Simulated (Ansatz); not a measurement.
Program: Ansatz. Geometries: PBE0-D4/def2-TZVP. ΔE: electronic, gas phase. CCSD(T)/CBS adds triple-zeta CCSD(T) − MP2 to the extrapolated MP2 energy (def2 sets, frozen cores). Each species was taken in one conformer, which may not be the lowest.

Consider the redistribution: `C[SiH2]N[SiH3]` + `CO[SiH2]Cl` → `C[SiH2]O[SiH2]Cl` + `CN[SiH3]`.

| species | CCSD(T)/CBS(def2) energy (Eh) |
| --- | --- |
| `C[SiH2]N[SiH3]` | -676.38390 |
| `CO[SiH2]Cl` | -865.17164 |
| `C[SiH2]O[SiH2]Cl` | -1155.53126 |
| `CN[SiH3]` | -386.04948 |

Task: Work out ΔE.

Result: ΔE = (-1155.53126) + (-386.04948) − (-676.38390) − (-865.17164) = -0.02520 Eh = -15.8 kcal/mol.

Largest T1 diagnostic among the species: 0.010.

From BLYP to BHLYP (50 % exact exchange), in def2-TZVPP and without D4, ΔE moves by −1.4 kcal/mol. At CCSD(T), def2-SVP lies +0.9 kcal/mol from the extrapolated value and def2-TZVPP +0.3 kcal/mol. Leaving LDA and LC-ωPBE aside and taking each functional with its dispersion term where it has one, the values, not all of them listed here, spread over 2.3 kcal/mol, from BHLYP-D4 to revPBE-D4.
